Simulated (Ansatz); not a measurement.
Geometry optimisation, Ansatz, RHF/STO-3G.

input.yaml

```yaml
crystal:
  periodic: [false, false, false]
  atoms:
    - { symbol: C, position_ang: [-1.06092, 0.30605, -1.2922] }
    - { symbol: Al, position_ang: [0.129, -0.50386, 0.03852] }
    - { symbol: O, position_ang: [0.92276, -1.77391, 0.66894] }
    - { symbol: O, position_ang: [0.72117, 0.83364, 1.20879] }
    - { symbol: H, position_ang: [-0.49816, 0.66405, -2.15575] }
    - { symbol: H, position_ang: [-1.60465, 1.1511, -0.86346] }
    - { symbol: H, position_ang: [-1.7842, -0.42666, -1.6519] }
    - { symbol: H, position_ang: [1.29551, -2.62409, 0.87594] }
    - { symbol: H, position_ang: [0.54258, 1.7839, 1.2513] }
    - { symbol: H, position_ang: [1.33691, 0.58978, 1.91983] }
total_charge: 1
basis:
  gaussian: { orbitals: STO-3G }
hamiltonian:
  xc: hf
relax:
  f_tol: 0.015
  max_steps: 40
```

Command:

```bash
$ ansatz run input.yaml --threads 1 --pin off --max-ram 2048MiB --backend cpu --events-out ev --progress --plain --runs-dir out
```

Question: Where does it end, and by what steps?

Answer: The run converged. The force dipped under the threshold on the way, but the program's further checks kept it going. Limits of this set-up: minimal basis. After 27 steps the energy has fallen by 0.752 eV; H8 moved furthest, 0.67 Å.

| step | energy less start (eV) | largest force component (eV/Å) | accepted |
| --- | --- | --- | --- |
| 0 | 0.0000 | 3.758 | yes |
| 1 | -0.3013 | 1.212 | yes |
| 2 | -0.3660 | 0.809 | yes |
| 3 | -0.5450 | 1.133 | yes |
| 4 | -0.7139 | 0.391 | yes |
| 5 | -0.7168 | 0.742 | yes |
| 6 | -0.7280 | 0.545 | yes |
| 7 | -0.7495 | 0.075 | yes |
| 8 | -0.7508 | 0.047 | yes |
| 9 | -0.7515 | 0.047 | yes |
| 10 | -0.7517 | 0.024 | yes |
| 11 | -0.7518 | 0.043 | yes |
| 12 | -0.7519 | 0.026 | yes |
| 13 | -0.7506 | 0.181 | no |
| 14 | -0.7519 | 0.035 | no |
| 15 | -0.7520 | 0.005 | yes |
| 16 | -0.7522 | 0.019 | yes |
| 17 | -0.7443 | 0.392 | no |
| 18 | -0.7519 | 0.117 | no |
| 19 | -0.7522 | 0.003 | yes |
| 20 | -0.7523 | 0.019 | yes |
| 21 | -0.7499 | 0.230 | no |
| 22 | -0.7522 | 0.034 | no |
| 23 | -0.7523 | 0.004 | yes |
| 24 | -0.7525 | 0.016 | yes |
| 25 | -0.7520 | 0.124 | no |
| 26 | -0.7500 | 0.304 | no |
| 27 | -0.7525 | 0.004 | yes |

```xyz
10
Properties=species:S:1:pos:R:3
C -0.987 0.211 -1.207
Al 0.167 -0.418 0.125
O 0.942 -1.679 0.829
O 0.785 0.878 1.191
H -0.450 0.767 -1.965
H -1.747 0.867 -0.800
H -1.497 -0.604 -1.704
H 0.790 -2.564 0.442
H 0.594 1.837 1.157
H 1.401 0.705 1.931
```

Whether the end is a true minimum wasn't checked by a vibrational analysis.

Run time: 50 s on 1 thread of AMD EPYC (Zen 3), on a shared host, peak memory 0.12 GiB.
